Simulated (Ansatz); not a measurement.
`[SiH3]B1CO1` → `B1OC[SiH2]1`  (isomerisation)

Calculated with Ansatz (gas phase, PBE0-D4/def2-TZVP geometries, no zero-point term in ΔE). CCSD(T)/CBS adds triple-zeta CCSD(T) − MP2 to the extrapolated MP2 energy (def2 sets, frozen cores). Functionals use def2-TZVPP.

`[SiH3]B1CO1`:

Cartesian coordinates in Å:
```
Si 0.014 -1.551 -0.543
B -0.044 0.258 0.301
C 0.029 1.774 0.395
O -0.246 0.811 1.497
H -1.010 -1.610 -1.620
H 1.354 -1.751 -1.157
H -0.243 -2.638 0.437
H -0.824 2.408 0.168
H 0.970 2.300 0.522
```

`B1OC[SiH2]1`:

Cartesian coordinates in Å:
```
B 1.155 0.813 0.193
O -0.075 1.380 0.267
C -1.036 0.303 0.028
Si 0.355 -1.005 -0.185
H 2.145 1.463 0.349
H -1.691 0.214 0.896
H -1.639 0.553 -0.846
H 0.358 -2.090 0.835
H 0.428 -1.630 -1.535
```

CCSD(T)/CBS gives -31.8 kJ/mol.

Question: Another level gave -29.1 kJ/mol. Which?
A. BLYP/def2-TZVPP
B. PBE0-D4/def2-TZVPP
C. LDA (SPW92)/def2-TZVPP
D. r2SCANh/def2-TZVPP

Answer: B. PBE0-D4 -29.1, r2SCANh -24.6, BLYP -17.6, LDA (SPW92) -35.8 kJ/mol.

Question: What do rigid-rotor, harmonic-oscillator terms from PBE0-D4/def2-TZVP frequencies (298.15 K, 1 bar) make of the CCSD(T)/CBS value? (Best estimate.)

Answer: Computed: ΔZPE = +6.1 kJ/mol, ΔH = -28.2 kJ/mol, ΔS = -24 J/(mol·K), ΔG = -21.0 kJ/mol.

Largest T1 diagnostic among the species: 0.016.

At CCSD(T), def2-SVP lies +8.9 kJ/mol from the extrapolated value and def2-TZVPP +1.9 kJ/mol. The D4 term adds −3.2 kJ/mol with B3LYP and −1.5 kJ/mol with PBE0; it sums over pairs of atoms, weighted by their polarisabilities, and B3LYP, whose exchange is more repulsive, gets the larger term. From r2SCAN to r2SCAN0 (25 % exact exchange), in def2-TZVPP and without D4, ΔE moves by −4.5 kJ/mol.

B3LYP here is the variant with VWN-RPA as its local correlation; programs differ in this.
